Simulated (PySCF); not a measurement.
Species: C6H14S2Si.
Numbering: `[CH3:1][S:2][Si@H:3]([CH3:4])[S:5][C:6]1([CH3:7])[CH2:8][CH2:9]1`

Structure used (GFN2-xTB), in Å, numbered top down from 1:
```xyz
23
C6H14S2Si angstrom
C      2.124    3.223   -0.513
S      2.911    1.605   -0.781
Si     1.503    0.307    0.185
C      1.836   -1.452   -0.422
S     -0.481    1.005   -0.286
C     -1.501   -0.410    0.207
C     -1.482   -0.690    1.686
C     -1.633   -1.533   -0.775
C     -2.770   -0.575   -0.571
H      2.748    3.959   -1.008
H      2.072    3.431    0.551
H      1.130    3.217   -0.948
H      1.683    0.441    1.632
H      2.844   -1.756   -0.157
H      1.143   -2.159    0.023
H      1.745   -1.524   -1.502
H     -1.725    0.214    2.241
H     -2.214   -1.456    1.933
H     -0.498   -1.034    2.002
H     -1.086   -1.471   -1.703
H     -1.725   -2.536   -0.386
H     -3.649   -0.913   -0.041
H     -2.979    0.136   -1.356
```

Probes without a nucleus sit at each ring's centroid and 1 Å off its mean plane on both sides; NICS is minus the shielding there, NICSzz its component along the normal. Level: GIAO PBE0/pcSseg-1 (PySCF, non-relativistic, gas phase) on the GFN2-xTB geometry, one conformer.

Ring bond lengths (Å), with Mayer bond orders in brackets: C6–C8 1.498 (0.90), C8–C9 1.500 (0.96), C9–C6 1.498 (0.93).

Problem. Give the NICS values of each ring in ppm.

Solution. 
```tsv
ring	type	NICS(0)	NICS(1), two faces	NICS(1)zz, two faces	rms pucker (Å)	centre to ring atoms, mean (Å)
C6–C8–C9	3-membered carbocycle; formal bonds all single	-43.8	-8.6 / -7.8	-22.8 / -20.0	0.00	0.87
```

Problem. What can be read from them?

Solution. 
- C6–C8–C9: mean NICS(1)zz -21.4 ppm, shielded. C6, C8, C9 have four or more neighbours, so the value isn't read as a sign of a π ring current. NICS(0) lies 36 ppm below the mean NICS(1).

Problem. Give the inner angles of the rings and the Hirshfeld charges of the ring atoms.

Solution. 
- C6–C8–C9: C6 60.1° (+0.007 e), C8 60.0° (-0.094 e), C9 59.9° (-0.090 e); sum 180.0° against 180° for a flat convex ring.

The run took 1.9 min wall on an Arm Neoverse N1 with one thread, no GPU, shared host with 64 logical CPUs at a one-minute load of 61, and the process peaked at 1.1 GiB of memory. This is the whole shielding run at PBE0/pcSseg-1, SCF included.
